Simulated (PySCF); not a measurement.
C4H7FO, SMILES O[C@@]1(C[C@H]1F)C.

Geometry optimised at B3LYP-D3(BJ)/def2-SVP. The structure was generated by enumeration; whether it is a known compound was not checked. The values are those of a single conformer.

Level of theory: HF/def2-TZVP in PySCF.

The molecule is in vacuum.

Computed frontier levels, gap, dipole moment and polarisability:
```yaml
highest_occupied_level: -11.00 eV
lowest_empty_level: 3.57 eV
orbital_gap: 14.57 eV
dipole_moment: 2.47 D
quadrupole, principal values (traceless, Buckingham form, about the centre of nuclear charge): -4.56, 1.34, 3.22 D·Å
mean_static_polarisability: 48.1 bohr³ (7.13 Å³)
polarisability_principal_values: 45.8, 47.8, 50.8 bohr³
```
